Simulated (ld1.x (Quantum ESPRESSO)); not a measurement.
## PBE ultrasoft dataset for Ne (Z = 10), scalar-relativistic all-electron reference.

```
Element                 : neon (Ne)
Generator               : ld1.x (Quantum ESPRESSO) 7.5
Type                    : ultrasoft
Functional              : PBE
Relativity              : scalar-relativistic
Frozen core             : [He]
Valence charge          : 8
Reference configuration : 2s2 2p6
Partial waves           : 2s (bound): rcut 0.50, rcutus 0.70 bohr; 2s channel at -2.3 Ry: rcut 0.50, rcutus 0.70 bohr; 2p (bound): rcut 1.20, rcutus 1.35 bohr; 2p channel at 0.46 Ry: rcut 1.20, rcutus 1.35 bohr; 3d channel at 0.05 Ry: rcut 1.05, rcutus 1.40 bohr
Local potential         : all-electron potential smoothed inside 1.35 bohr (lloc = -1)
Core correction         : a·sin(br)/r model core inside 0.35 bohr
Augmentation charge     : built from norm-conserving waves at rcut, not smoothed further
```

- Cutoffs needed: 45 Ry and 110 Ry (the cutoffs (Ry, on a coarse ladder) from which the occupation-weighted sum of valence levels, in a spherical-Bessel basis at the reference potential, stays within 10 and 1 mRy of its value at 400 Ry)
- Ghost test: no extra level below or beside the all-electron valence levels (s, p, d, f tested) (spherical-Bessel basis up to 400 Ry, 20 bohr box)
- Largest excitation error: +3045 meV (all-electron minus pseudo) for 2s2 2p2, out of 6 test configurations
- Lowest eigenvalue of the overlap operator: 0.27 (s channel)
